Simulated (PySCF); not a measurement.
From results back to the method.

Species: C₃H₉BS.
SMILES: `BSCCC`

The closed-shell ground state was solved 4 times with PySCF (density fitting, gas phase), always with PBE0, in these basis sets: 6-31G, STO-3G, cc-pVDZ and cc-pVTZ. One conformer (not necessarily the lowest) at the PBE0-D3(BJ)/def2-SVP geometry, without solvent, vibrations or thermal averaging.

| row | total energy (Eh) | HOMO (eV) | LUMO (eV) | dipole (D) |
| --- | --- | --- | --- | --- |
| P | -542.5311 | -7.72 | -1.08 | 2.02 |
| Q | -542.4725 | -7.66 | -0.94 | 1.98 |
| R | -542.3836 | -7.75 | -0.83 | 2.13 |
| S | -536.3849 | -5.14 | 2.65 | 1.81 |

Problem. Which basis belongs to which row?

Solution. P = cc-pVTZ, Q = cc-pVDZ, R = 6-31G, S = STO-3G. From the lowest total energy up: cc-pVTZ (280 functions) 0 eV; cc-pVDZ (119 functions) +1.59 eV; 6-31G (67 functions) +4.01 eV; STO-3G (38 functions) +167.25 eV.

Shape of the structure used: `[BH2:1][S:2][CH2:3][CH2:4][CH3:5]`: B1–S2–C3–C4 167°, S2–C3–C4–C5 -179°.
